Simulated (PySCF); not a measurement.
[Cr(H2O)6]3+, CrH12O6 (charge +3 and quartet state).
Bonds: O1–Cr2, Cr2–O3, Cr2–O4, Cr2–O5, Cr2–O6, Cr2–O7. Hydrogens: H8, H9 on O1; H10, H11 on O3; H12, H13 on O4; H14, H15 on O5; H16, H17 on O6; H18, H19 on O7.

Method used: PBE0-D3(BJ)/def2-SVP geometry optimisation, gas phase (PySCF).

Problem. How far are the bound atoms from Cr2?

Solution. 6 atoms: O7 1.986 Å, O4 1.987 Å, O5 1.987 Å, O1 1.987 Å, O3 1.987 Å, O6 1.988 Å. The nearest atom not counted as bound is H9, at 2.68 Å (others tie with it).

Problem. List the angles at Cr2.

Solution. 
```csv
angle,degrees,distance of the outer atoms (Å)
O3–Cr2–O7,179.8,3.97
O4–Cr2–O6,179.8,3.97
O1–Cr2–O5,179.7,3.97
O4–Cr2–O5,90.2,2.81
O6–Cr2–O7,90.1,2.81
O3–Cr2–O4,90.1,2.81
O1–Cr2–O4,90.1,2.81
O3–Cr2–O5,90.1,2.81
O4–Cr2–O7,90.0,2.81
O1–Cr2–O7,90.0,2.81
O5–Cr2–O7,90.0,2.81
O1–Cr2–O3,89.9,2.81
O5–Cr2–O6,89.9,2.81
O1–Cr2–O6,89.8,2.80
O3–Cr2–O6,89.7,2.80
```

Problem. What is the shape at Cr2?

Solution. Octahedral: the three widest angles are 179.8°, 179.8° and 179.7°, the others run from 89.7° to 90.2°.

Problem. What are the other bond lengths?

Solution. O1–H8 and 11 like bonds 0.977 Å.

Charge +3, quartet. ⟨S²⟩ = 3.762 (exact for a quartet: 3.75). No counter-ion or solvent screens the charge of this multiply charged ion. No PBE0-D3(BJ)/def2-SVP frequencies stand behind this structure, so it isn't proved a minimum.
